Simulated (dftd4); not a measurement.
sodium atom (Na), doublet; D4 for r2scan (dftd4).

The dftd4 input:
```
$ dftd4 mol.xyz --func r2scan --charge 0 --json dftd4.json --noedisp --grad

# file mol.xyz
1

Na     0.00000000     0.00000000     0.00000000
```

Question: Predict the main parts of the log of this dftd4 run.

Answer: 
```
                    ____  _____ _____     ____  _  _
      -------------|  _ \|  ___|_   _|---|  _ \| || |------------
     |             | | | | |_    | | ___ | | | | || |_           |
     |             | |_| |  _|   | ||___|| |_| |__   _|          |
     |             |____/|_|     |_|     |____/   |_|            |
     |             ===================================           |
     |            E. Caldeweyher, S. Ehlert & S. Grimme          |
     |          Mulliken Center for Theoretical Chemistry        |
     |                    University of Bonn                     |
      -----------------------------------------------------------

Rational (Becke-Johnson) damping: r2scan-D4-ATM
---------------------
  s6         1.0000
  s8         0.6019
  s9         1.0000
  a1         0.5156
  a2         5.7734
 alp        16.0000
--------------------

Dispersion energy:       0.0000000000000E+00 Eh

Gradient norm:           0.0000000000000E+00 Eh/a0
--------------------------------------------------
     #    Z           dE/dx      dE/dy      dE/dz
--------------------------------------------------
     1   11 Na    0.000E+00  0.000E+00  0.000E+00
--------------------------------------------------

Virial:
--------------------------------------------------
      component           x          y          z
--------------------------------------------------
          x       0.000E+00  0.000E+00  0.000E+00
          y       0.000E+00  0.000E+00  0.000E+00
          z       0.000E+00  0.000E+00  0.000E+00
--------------------------------------------------

[Info] Dispersion results written to 'dftd4.txt'
[Info] JSON dump of results written to 'dftd4.json'
```
